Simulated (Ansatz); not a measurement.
Method: frozen-core CCSD(T)/cc-pVTZ // PBE0-D3(BJ)/def2-TZVP run with Ansatz (a quantum-chemistry and plane-wave program). The geometry is that of the parent before the electron was removed.

Ansatz 0.2 input:
```yaml
crystal:
  periodic: [false, false, false]
  atoms:
    - { symbol: C, position_ang: [1.157182, -0.790778, -0.097129] }
    - { symbol: C, position_ang: [0.338394, 0.242167, -0.214804] }
    - { symbol: C, position_ang: [-1.069651, 0.309424, 0.256167] }
    - { symbol: Cl, position_ang: [0.890018, 1.700881, -0.984842] }
    - { symbol: H, position_ang: [0.808426, -1.697341, 0.382846] }
    - { symbol: H, position_ang: [2.172849, -0.763132, -0.467486] }
    - { symbol: H, position_ang: [-1.355966, -0.631262, 0.72804] }
    - { symbol: H, position_ang: [-1.745493, 0.508465, -0.579291] }
    - { symbol: H, position_ang: [-1.195762, 1.121574, 0.976497] }
basis:
  gaussian: { orbitals: cc-pVTZ }
correlation:
  method: ccsd_t
total_charge: 1
magnetization:
  spin_polarized: true
  initial_magnetization: 1
```

Output:

```
Functional definition: HF
1105 factors; integrals over basis functions are off by at most 8.5e-4 eV
mean field evaluation 1: about -15663.4793 eV, gradient 2.4e1 eV
mean field evaluation 2: about -15663.4833 eV, gradient 2.4e1 eV
mean field evaluation 4: about -15666.6275 eV, gradient 3.0e0 eV
mean field evaluation 8: about -15666.7808 eV, gradient 2.9e-1 eV
mean field evaluation 16: about -15663.4785 eV, gradient 2.4e1 eV
mean field evaluation 32: about -15666.7854 eV, gradient 1.9e-1 eV
mean field evaluation 64: about -15664.9529 eV, gradient 2.3e-3 eV
mean field evaluation 96: about -15658.2048 eV, gradient 1.6e1 eV
mean field -15666.78565618 eV, -575.7437535359 hartree, gradient 3.0e-6 eV, S^2 0.759312; 3 other end points of the search recorded, 0 dependent functions left out
determinant -15666.78565618 eV, -575.7437535359 hartree, with singles and doubles -15685.73655262 eV, -576.4401861347 hartree
determinant -15664.95286280 eV, -575.6763996216 hartree, with singles and doubles -15684.13260672 eV, -576.3812422099 hartree
8 core orbitals not correlated
reference -15666.78565618 eV, -575.7437535359 hartree; 12, 11 occupied and 174, 175 virtual orbitals, 1105 factors
second order -17.41484289 eV of doubles, -0.00000000 eV of singles
cycle   1  -18.71445136 eV  change    -1.3e0 eV  update   2.5e-2
cycle   2  -18.75592367 eV  change   -4.1e-2 eV  update   7.4e-3
cycle   3  -18.75467768 eV  change    1.2e-3 eV  update   5.2e-3
cycle   4  -18.75994550 eV  change   -5.3e-3 eV  update   3.4e-3
cycle   5  -18.76354160 eV  change   -3.6e-3 eV  update   2.3e-3
cycle   6  -18.76442813 eV  change   -8.9e-4 eV  update   6.3e-4
cycle   7  -18.76482515 eV  change   -4.0e-4 eV  update   2.6e-4
cycle   8  -18.76484562 eV  change   -2.0e-5 eV  update   1.2e-4
cycle   9  -18.76476818 eV  change    7.7e-5 eV  update   6.1e-5
cycle  10  -18.76472171 eV  change    4.6e-5 eV  update   2.0e-5
cycle  11  -18.76473230 eV  change   -1.1e-5 eV  update   8.7e-6
perturbative correction -0.82282192 eV, -0.0302381477 hartree
Total energy: -15686.37321040 eV, -576.4635828766 hartree
```

Cost: very roughly 7 core-minutes.
